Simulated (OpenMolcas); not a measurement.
# Ti3+ in Cs2NaYF6: curves along the breathing mode

Ti3+ with its 6 nearest fluoride ions, on the Y site of Cs2NaYF6 (a = 9.075 Å, distance in the model lattice 2.178 Å). The rest of the host is ab initio model potentials to 7.6 Å, with orthogonalisation functions on the cations behind the ligands, and point charges beyond; the distance is set by hand and nothing relaxes. Ligand basis ANO-RCC-VDZP.

```yaml
Program: OpenMolcas 26.06
Method: "SS-CASPT2, IPEA 0.25 Eh, imaginary shift 0.1 Eh (closed shells correlated: 3s 3p and the ligand valence shells)"
Basis: ANO-RCC-VDZP [5s4p2d1f]
Scalar_Hamiltonian: DKH2, point nucleus
Active_space: 1 electron in 5 orbitals (3d)
State_averaging: 2S+1 = 2 even, 5 roots
Spin-orbit_coupling: RASSI with atomic mean-field integrals over the reference wave functions
```

Spin-free energies (labels of O, the rotations of Oh) in cm-1 above the lowest fitted minimum, as all ligands move together:

```csv
R (Å),2T2,2E
1.914,1280,22060
1.959,-20,18760
2.004,670,17650
2.049,3060,18350
2.094,6660,20550
2.139,11350,24010
2.185,17100,28650
```

Cubic fits give the following; the wavenumber is harmonic, with the mass of all moving ligands, small differences in it between states hang on the degree of the fit, a number in brackets counts states of one label, and the table is a selection of at most 14 states with clean curves.

```
State  R0 (Å)  Breathing mode (cm-1)  Minimum (cm-1)
  2T2   1.965                    524               0
   2E   2.009                    512           17640
```

The minimum of 2E is shifted by +0.0441 Å against 2T2 (from the unrounded fits). With M = 114.0 u for the moving shell, the Huang-Rhys factor in this mode is S = M ω ΔR² / 2ħ = 0.01483 × 114.0 × 524 × 0.0441² = 1.72. Only the first shell moves, against a rigid host.

Roots that are degenerate in the reference are averaged as groups; the widest CASPT2 spread within a group is 140 cm-1 (the 3-fold group of multiplicity 2 near 0 cm-1 above the lowest state of its run, R = 2.004). Shifts and gaps below about the spread of the groups concerned are not significant. Over all roots computed the reference weight is 0.74 in R = 1.914, 0.74 in R = 1.959, 0.74 in R = 2.004, 0.73 to 0.74 in R = 2.049, 0.73 in R = 2.094, 0.73 in R = 2.139, 0.73 in R = 2.185; a low but even weight reflects the number of correlated electrons. An orbital triplet at a regular site is open to Jahn-Teller coupling, which can distort the site and quench the lowest spin-orbit gaps and is left out. Ligand-to-metal charge-transfer states are missing. With one d shell and no ligand orbital active, 10Dq can be off by a tenth or more. Free-ion shares, where given, are those of the reference states; single-state CASPT2 does not remix them (holds for R = 2.094; R = 2.139; R = 2.185). No measured value stands beside these numbers.
